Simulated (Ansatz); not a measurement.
Gas-phase electronic energies from Ansatz, PBE0-D4/def2-TZVP geometries. CCSD(T)/CBS is the MP2 limit (def2-TZVPP, def2-QZVPP) plus CCSD(T) − MP2 in def2-TZVPP, frozen cores. Functionals use def2-TZVPP. For Se outer-core shells are correlated without core-valence functions, which leaves a few kJ/mol of doubt a bond. Scalar relativity is left out up to krypton. One conformer a species, not always the lowest.

Reaction (substitution at a C–Al bond): `C[CH2][AlH][SeH]` + `OC(=S)S` → `CCOC(=S)S` + `[AlH2][SeH]`

```tsv
species	r2SCAN-D4 energy (Eh)
`C[CH2][AlH][SeH]`	-2724.39766
`OC(=S)S`	-910.87868
`CCOC(=S)S`	-989.46840
`[AlH2][SeH]`	-2645.77820
```

Question: Work out ΔE.

Answer: ΔE = (-989.46840) + (-2645.77820) − (-2724.39766) − (-910.87868) = 0.02974 Eh = +18.7 kcal/mol. CCSD(T)/CBS gives +18.8 kcal/mol.

Largest T1 diagnostic among the species: 0.017.

In def2-TZVPP, CCSD(T) changes the Hartree–Fock value by +1.7 kcal/mol (the triples alone add −0.3 kcal/mol) and MP2 by +2.8 kcal/mol.
